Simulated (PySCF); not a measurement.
A structure optimised at B3LYP-D3(BJ)/def2-TZVP, used in a PySCF frequency run:

```xyz
3

Sn     0.3193    -0.4607     0.0000
O     -1.5699    -1.0922     0.0000
Cl    -0.2003     1.8690     0.0000
```
Charge 0, spin multiplicity 2.

Task: Write its SMILES, formula and point group.

Result: [O]=[Sn][Cl], ClOSn, Cs

Task: What are its rotational constants (standard atomic weights)?

Result: 9.5939, 3.0084, 2.2903 GHz
